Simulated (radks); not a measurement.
Valence configurations of neutral molybdenum (all share [Kr]). Calculated with a radial shooting solver on a logarithmic mesh with Libxc functionals: scalar-relativistic Kohn-Sham, r2SCAN, spin-unpolarised, spherical densities, finite nucleus; meta-GGA in the generalised Kohn-Sham scheme; Fermi nuclear charge, rms radius 4.4091 fm. Energies are relative to 4d5 5s1; eigenvalues in eV.

4d5 5s1: E (eV) 0.000; e(4d) -3.716; e(5s) -4.023
4d6: E (eV) 0.658; e(4d) -2.162
4d4.5 5s1.5: E (eV) -0.056; e(4d) -4.648; e(5s) -4.552
4d4 5s2: E (eV) 0.118; e(4d) -5.667; e(5s) -5.052
4d5 5p1: E (eV) 3.132; e(4d) -5.034; e(5p) -1.628
4d3.5 5s1.5 5p1: E (eV) 4.586; e(4d) -8.011; e(5p) -2.264; e(5s) -6.261
4d3 5s1 5p2: E (eV) 9.891; e(4d) -10.261; e(5p) -3.051; e(5s) -7.329
4d4.5 5s1 5p0.5: E (eV) 1.673; e(4d) -5.323; e(5p) -1.483; e(5s) -4.911
4d1 5s1 5p4: E (eV) 29.317; e(4d) -17.117; e(5p) -4.831; e(5s) -10.186
4d4 5s1 5p1: E (eV) 3.855; e(4d) -6.942; e(5p) -2.044; e(5s) -5.757

NIST lists [Kr] 4d5 5s1 as the ground configuration; this level of theory puts 4d4.5 5s1.5 lower, by 0.056 eV. The energies are those of spherical spin-averaged densities, not of single terms.
